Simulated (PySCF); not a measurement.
This PySCF input asks for the NMR shieldings of `C=C1C=C/C1=C/S[SiH2]OC`, C7H10OSSi; the geometry comes from GFN2-xTB.

```python
import basis_set_exchange as bse
import numpy as np
from pyscf import gto, dft
from pyscf.prop import nmr

atoms = """
C    -2.348947   -2.329384   -0.515283
C    -2.400650   -1.104448   -0.024568
C    -3.353607   -0.287924    0.750965
C    -2.529682    0.784753    0.749290
C    -1.494903    0.083042   -0.022238
C    -0.294571    0.394760   -0.495305
S     0.715461   -0.725773   -1.403294
Si    2.451657    0.521351   -1.734308
O     2.815457    1.331612   -0.385023
C     3.027770    0.876050    0.922161
H    -3.158954   -3.026817   -0.379344
H    -1.490709   -2.667733   -1.069393
H    -4.328786   -0.488009    1.152626
H    -2.584212    1.780561    1.148303
H     0.129887    1.375528   -0.339093
H     3.444034   -0.445931   -2.171190
H     2.140494    1.640738   -2.599686
H     2.264494    0.150304    1.214028
H     2.979296    1.738317    1.587813
H     4.011325    0.409683    1.006877
"""
names = dict.fromkeys(["C", "S", "Si", "O", "H"], "pcSseg-1")
basis = {el: gto.basis.parse(bse.get_basis(n, elements=[el], fmt="nwchem")) for el, n in names.items()}
mol = gto.M(atom=atoms, basis=basis, charge=0, verbose=0)
mf = dft.RKS(mol, xc="PBE0")
mf.grids.level = 2
mf.grids.alignment = dft.numint.BLKSIZE   # the property module wants whole blocks of grid points
mf.conv_tol = 1e-9
mf.kernel()

calc = nmr.RKS(mf)   # GIAO
C = mf.mo_coeff
Co = C[:, mf.mo_occ > 0]
resp = mf.gen_response(singlet=True, hermi=2)
def vind(x):   # induced exchange potential for any number of trial vectors
    d = np.einsum("pi,xij,qj->xpq", C, 2 * x.reshape(-1, C.shape[1], Co.shape[1]), Co, optimize=True)
    return np.einsum("xpq,pi,qj->xij", resp(d - d.transpose(0, 2, 1)), C, Co, optimize=True).ravel()
mo1, _ = nmr.rhf.solve_mo1(calc, with_cphf=vind)
sigma = calc.kernel(mo1)
for i, s in enumerate(sigma):   # ppm
    print("%2d %-2s %9.2f" % (i, mol.atom_pure_symbol(i), np.trace(s) / 3))
```

Problem. What are the results?

Solution. 
```
 0 C      81.18
 1 C      32.41
 2 C      34.79
 3 C      32.93
 4 C      39.03
 5 C      77.87
 6 S     574.76
 7 Si    366.34
 8 O     325.89
 9 C     135.02
10 H      26.58
11 H      26.11
12 H      24.64
13 H      24.64
14 H      25.98
15 H      26.41
16 H      26.32
17 H      27.81
18 H      27.90
19 H      28.07
```

These numbers come from an equivalent density-fitted implementation of the same equations, which agrees with the script to about 0.01 ppm for H and up to a few tenths of a ppm for heavy atoms, so last digits may differ.

Problem. Turn these shieldings into chemical shifts. References, each an isolated molecule treated in the same way: ¹³C (σref 186.93), ²⁹Si (σref 349.16), ¹H (σref 31.72) vs TMS; CS2 for ³³S (σref 503.73); ¹⁷O (σref 336.08) vs H2O.

Solution. Averaging equivalent atoms: C 1: 154.5; C 3: 154.0; C 2: 152.1; C 4: 147.9; C 5: 109.1; C 0: 105.7; C 9: 51.9; S 6: -71; Si 7: -17.2; O 8: 10.2; H 13: 7.08; H 12: 7.07; H 14: 5.74; H 11: 5.61; H 15/16: 5.35; H 10: 5.13; H 17/18/19: 3.79 ppm. Experimental scales use liquid or dissolved standards, which lie at an offset from isolated H2O (liquid H2O: subtract about 36 ppm).

Size and cost of the density-fitted run: 234 basis functions, 93 s wall time on 1 thread of an Arm Neoverse N1, shared host; peak memory 1.1 GiB.
